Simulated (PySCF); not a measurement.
C₃H₇FOSi, SMILES O[SiH2]/C(C)=C/F.

The structure is a stationary point at PBE0-D3(BJ)/def2-SVP. The structure was generated by enumeration; whether it is a known compound was not checked. One conformer was computed; it need not be the lowest.

These are PBE/def2-TZVP run with PySCF values and carry that method's errors.

Gas-phase values at a fixed geometry.

```json
{
  "total_energy": "-582.75807 hartree",
  "highest_occupied_level": "-6.16 eV",
  "lowest_empty_level": "-0.99 eV",
  "orbital_gap": "5.17 eV",
  "dipole_moment": "1.27 D",
  "quadrupole, principal values (traceless, Buckingham form, about the centre of nuclear charge)": "-8.14, -0.79, 8.93 D·Å",
  "mean_static_polarisability": "67.6 bohr³ (10.02 Å³)",
  "polarisability_principal_values": "53.3, 70.8, 78.8 bohr³"
}
```
